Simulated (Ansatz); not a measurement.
C2H7FSSi (`CS[SiH2]CF`). Total charge 0; spin multiplicity 1. The geometry is a stationary point of PBE0-D4/def2-TZVP. It is one conformer, not always the lowest.

```xyz
12

C     1.449    1.411   -0.385
S     0.370    1.393    1.079
Si   -1.164    0.102    0.389
C    -0.585   -1.692    0.190
F     0.401   -1.781   -0.792
H     0.908    1.772   -1.260
H     2.261    2.102   -0.161
H     1.860    0.423   -0.584
H    -1.688    0.568   -0.923
H    -2.228    0.121    1.426
H    -0.168   -2.077    1.126
H    -1.416   -2.343   -0.105
```

**Question.** What is the dipole moment at B3LYP/def2-TZVPP? (An estimate is asked.)

**Answer.** The calculation gave: 0.59 D, with components (-0.44, -0.36, -0.18) D in this frame, pointing from negative to positive charge.

**Question.** And with PBE, r2SCAN, ωB97M-V? (Best estimate.)

**Answer.** The calculation gave: PBE 0.54 D, r2SCAN 0.58 D, ωB97M-V 0.60 D.

**Question.** Give the Mulliken charges with B3LYP, r2SCAN, PBE in def2-TZVPP. (An estimate is asked.)

**Answer.** Ansatz gave: 
| atom | B3LYP | r2SCAN | PBE |
| --- | --- | --- | --- |
| C1 | -0.28 | -0.15 | -0.26 |
| S2 | -0.22 | -0.24 | -0.20 |
| Si3 | 0.32 | 0.32 | 0.25 |
| C4 | -0.01 | 0.05 | -0.02 |
| F5 | -0.26 | -0.25 | -0.21 |
| H6 | 0.12 | 0.09 | 0.12 |
| H7 | 0.12 | 0.09 | 0.12 |
| H8 | 0.13 | 0.10 | 0.13 |
| H9 | -0.06 | -0.07 | -0.05 |
| H10 | -0.06 | -0.07 | -0.05 |
| H11 | 0.10 | 0.06 | 0.09 |
| H12 | 0.10 | 0.06 | 0.09 |

B3LYP here is the variant with VWN-RPA as its local correlation; programs differ in this.
